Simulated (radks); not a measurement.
Values are calculated unless marked as measured or tabulated.
Neutral cadmium inside a hard spherical wall (all orbitals vanish at R), configuration held at [Kr] 4d10 5s2 and not refilled when levels cross. Code: a radial shooting solver on a logarithmic mesh with Libxc functionals. Model: scalar-relativistic Kohn-Sham, PBE, spin-unpolarised, spherical densities, finite nucleus; Fermi nuclear charge, rms radius 4.6087 fm. Eigenvalues in eV, with the zero of energy where the potential of the charges vanishes at infinity; a dash marks a level that is unbound or too diffuse for the functional's potential to be trusted. A positive occupied level is held by the wall or, in an anion where self-interaction has pushed it up, behind a barrier. The pressure on the wall is -dE/dV.

R (bohr)	E (hartree)	kinetic (hartree)	e(4s)	e(4p)	e(4d)	e(5s)	e(5p, empty)	e(6s, empty)	pressure (GPa)
free	-5594.52756	5821.261	-105.91	-66.968	-11.734	-5.659	-1.184	-	0
20	-5594.52756	5821.261	-105.91	-66.968	-11.734	-5.659	-1.183	-	< 0.0001
12	-5594.52754	5821.261	-105.91	-66.966	-11.732	-5.658	-1.151	0.759	0.000317
8	-5594.52529	5821.281	-105.78	-66.833	-11.601	-5.537	-0.716	3.831	0.101
6	-5594.50206	5821.424	-105.10	-66.150	-10.942	-4.808	0.778	10.823	2.02
5	-5594.43946	5821.740	-103.98	-65.041	-9.888	-3.411	3.108	19.998	10.5
4	-5594.19218	5822.846	-101.10	-62.217	-7.227	0.739	9.182	41.017	69.6
3.5	-5593.82489	5824.387	-97.987	-59.194	-4.341	5.778	15.998	62.280	208
2.5	-5590.52045	5837.307	-81.343	-43.152	12.222	39.802	57.936	173.33	2990
2	-5582.62950	5866.394	-57.867	-19.578	38.922	102.59	129.09	334.98	16600
